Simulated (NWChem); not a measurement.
Total energies of H$_{3}$B

SMILES: B
```xyz
4

B      0.0000     0.0000     0.0000
H      0.0000     0.0000     1.2044
H     -1.0430     0.0000    -0.6022
H      1.0430     0.0000    -0.6022
```
Charge 0, spin multiplicity 1.

Everything below was run with NWChem. All single points use one geometry, from B3LYP/def2-SVP, a minimum by its harmonic frequencies.

Basis set: 6-311G** (36 functions).

```json
[
 {"method": "RHF", "total energy (Ha)": "-26.39666"},
 {"method": "MP2", "total energy (Ha)": "-26.49441"},
 {"method": "B2PLYP", "total energy (Ha)": "-26.57238"},
 {"method": "PBE", "total energy (Ha)": "-26.54990"},
 {"method": "B3LYP", "total energy (Ha)": "-26.62083"},
 {"method": "BP86", "total energy (Ha)": "-26.60367"},
 {"method": "CCSD(T)", "total energy (Ha)": "-26.51933"}
]
```

Total energies of different functionals aren't comparable as a measure of quality: only differences taken within one method are. 

The correlated methods keep 1 core orbital frozen. B3LYP has NWChem's definition, with VWN1-RPA local correlation. The Pople sets run with spherical d functions. The structure started from a generated list of species. Coupled-cluster values serve here as a point of comparison, not as the truth.
